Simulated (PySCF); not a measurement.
Compound: C7H15 (doublet state).
SMILES with atom numbers: `[CH2:1][C@@H:2]([CH3:3])[C@H:4]([CH3:5])[CH2:6][CH3:7]` (hydrogens: H8, H9 on C1; H10 on C2; H11, H12, H13 on C3; H14 on C4; H15, H16, H17 on C5; H18, H19 on C6; H20, H21, H22 on C7)

Structure used (GFN2-xTB), in Å, numbered top down from 1:
```
atom  x, y, z in Å
C1    -1.8194    0.2408   -1.1036
C2    -1.3641    0.0736    0.2855
C3    -1.7564   -1.2965    0.8399
C4     0.1728    0.3298    0.4423
C5     0.4842    1.8099    0.2354
C6     0.9836   -0.5487   -0.5139
C7     2.4856   -0.4835   -0.2601
H8    -2.0192   -0.6109   -1.7233
H9    -1.8975    1.2174   -1.5394
H10   -1.8443    0.8421    0.9094
H11   -1.3846   -1.4231    1.8544
H12   -1.3590   -2.0980    0.2232
H13   -2.8397   -1.3917    0.8569
H14    0.4366    0.0618    1.4720
H15    0.3431    2.0889   -0.8061
H16    1.5117    2.0286    0.5143
H17   -0.1677    2.4286    0.8489
H18    0.6642   -1.5858   -0.4031
H19    0.7689   -0.2440   -1.5407
H20    3.0024   -1.2029   -0.8916
H21    2.7062   -0.7208    0.7789
H22    2.8822    0.5040   -0.4803
```

The hyperfine couplings belong to this conformer and change with its torsions.

Method used: PySCF, UKS B3LYP, pcH-1 on C H, non-relativistic, mean-field spin-orbit, GIAO. Isolated species at its GFN2-xTB geometry (one conformer only). A GFN2-xTB geometry isn't a minimum of the functional, and hyperfine couplings can be far from their values at a DFT geometry. Stability of the SCF solution: not tested.

(1) Predict the first-order ENDOR lines of C1, C4, C2, C3, C6, H10, H8/H9, H14, H19 and H20/H21/H22 under fast tumbling at B = 3346.1 mT (W band).

(2) Which pairs are centred on the nuclear Larmor frequency, and which on half the coupling?

Answers

(1) ν± = |νn ± a/2|, one line for each electron-spin manifold; νn = |g_N| × 7.62259 MHz/T × B.

```json
{"nuclei": "C1", "isotope": "13C", "g_N": "1.4048", "νn (MHz)": "35.83", "a_iso (MHz)": "89.34", "lower line (MHz)": "8.84", "upper line (MHz)": "80.50"}
{"nuclei": "C4", "isotope": "13C", "g_N": "1.4048", "νn (MHz)": "35.83", "a_iso (MHz)": "62.05", "lower line (MHz)": "4.81", "upper line (MHz)": "66.86"}
{"nuclei": "C2", "isotope": "13C", "g_N": "1.4048", "νn (MHz)": "35.83", "a_iso (MHz)": "-32.96", "lower line (MHz)": "19.35", "upper line (MHz)": "52.31"}
{"nuclei": "C3", "isotope": "13C", "g_N": "1.4048", "νn (MHz)": "35.83", "a_iso (MHz)": "7.24", "lower line (MHz)": "32.21", "upper line (MHz)": "39.45"}
{"nuclei": "C6", "isotope": "13C", "g_N": "1.4048", "νn (MHz)": "35.83", "a_iso (MHz)": "3.83", "lower line (MHz)": "33.92", "upper line (MHz)": "37.75"}
{"nuclei": "H10", "isotope": "1H", "g_N": "5.5857", "νn (MHz)": "142.47", "a_iso (MHz)": "67.30", "lower line (MHz)": "108.82", "upper line (MHz)": "176.12"}
{"nuclei": "H8/H9", "isotope": "1H", "g_N": "5.5857", "νn (MHz)": "142.47", "a_iso (MHz)": "-63.06", "lower line (MHz)": "110.94", "upper line (MHz)": "174.00"}
{"nuclei": "H14", "isotope": "1H", "g_N": "5.5857", "νn (MHz)": "142.47", "a_iso (MHz)": "3.63", "lower line (MHz)": "140.65", "upper line (MHz)": "144.28"}
{"nuclei": "H19", "isotope": "1H", "g_N": "5.5857", "νn (MHz)": "142.47", "a_iso (MHz)": "2.74", "lower line (MHz)": "141.10", "upper line (MHz)": "143.84"}
{"nuclei": "H20/H21/H22", "isotope": "1H", "g_N": "5.5857", "νn (MHz)": "142.47", "a_iso (MHz)": "1.77", "lower line (MHz)": "141.59", "upper line (MHz)": "143.35"}
```

The rows for 13C, of low natural abundance, apply to labelled samples.

(2) Centred on νn, since |a| < 2νn: C4, C2, C3, C6, H10, H8/H9, H14, H19 and H20/H21/H22. Centred on |a|/2 and split by 2νn: C1.

Nuclei that the bonding pattern makes equivalent are averaged, as if the motion that swaps them (rotation, inversion, ring flip) were fast.
